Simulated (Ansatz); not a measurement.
Coupled-cluster run, C2H4INSi, SMILES `C=C1N[SiH]1I`.

```yaml
crystal:
  periodic: [false, false, false]
  atoms:
    - {symbol: C, position_ang: [0.890625, 1.085884, -1.048527]}
    - {symbol: C, position_ang: [0.355447, 0.187391, -0.236381]}
    - {symbol: N, position_ang: [-0.165269, -1.114705, -0.345111]}
    - {symbol: Si, position_ang: [-0.409877, -0.532619, 1.231519]}
    - {symbol: I, position_ang: [-2.594633, 0.190305, 1.977612]}
    - {symbol: H, position_ang: [1.025302, 0.889579, -2.107645]}
    - {symbol: H, position_ang: [1.208956, 2.045081, -0.664467]}
    - {symbol: H, position_ang: [-0.492483, -1.584386, -1.174236]}
    - {symbol: H, position_ang: [0.270433, -1.212731, 2.350037]}
basis:
  gaussian: {orbitals: def2-TZVPP}
correlation: {method: ccsd_t}
```

```sh
$ ansatz run in.yaml --threads 4 --pin off --events-out ev --progress --plain --max-ram 10444MiB
```

The program prints (abridged):

```
Functional definition: HF
1613 factors; integrals over basis functions are off by at most 9.3e-4 eV
mean field evaluation 1: about -19537.7307 eV, gradient 3.8e1 eV
mean field evaluation 2: about -19537.9923 eV, gradient 3.8e1 eV
mean field evaluation 4: about -19541.7737 eV, gradient 4.5e0 eV
mean field evaluation 8: about -19541.8503 eV, gradient 3.9e-1 eV
mean field evaluation 16: about -19541.8512 eV, gradient 1.4e-6 eV
mean field -19541.85124226 eV, -718.1497872107 hartree, gradient 1.4e-6 eV, S^2 0.000000; 0 other end points of the search recorded, 0 dependent functions left out
12 core orbitals not correlated: weight in the atoms' cores, before any rotation towards them, 1.000 or more for the frozen orbitals, at most 0.000 for the correlated occupied ones
reference -19541.85124226 eV, -718.1497872107 hartree; 19, 19 occupied and 210, 210 virtual orbitals, 1613 factors
second order -30.85407541 eV of doubles, -0.00000000 eV of singles
cycle   1  -29.78802966 eV  change     1.1e0 eV  update   1.2e-1
cycle   2  -30.56221785 eV  change   -7.7e-1 eV  update   3.6e-2
cycle   3  -30.70166254 eV  change   -1.4e-1 eV  update   1.8e-2
cycle   4  -30.67310070 eV  change    2.9e-2 eV  update   4.8e-3
cycle   5  -30.67354922 eV  change   -4.5e-4 eV  update   2.4e-3
cycle   6  -30.67544029 eV  change   -1.9e-3 eV  update   6.7e-4
cycle   7  -30.67493464 eV  change    5.1e-4 eV  update   3.1e-4
cycle   8  -30.67473005 eV  change    2.0e-4 eV  update   9.6e-5
cycle   9  -30.67478878 eV  change   -5.9e-5 eV  update   5.0e-5
cycle  10  -30.67479095 eV  change   -2.2e-6 eV  update   1.7e-5
perturbative correction -1.17802130 eV, -0.0432914842 hartree
Total energy: -19573.70405451 eV, -719.3203564702 hartree
```

Hardware: 4 threads of an Intel Xeon Platinum 8488C on a shared host. Wall time 2 min, peak host memory 5.2 GiB.

Correlation energy per correlated electron: -0.838 eV. T1 diagnostic: 0.0116.
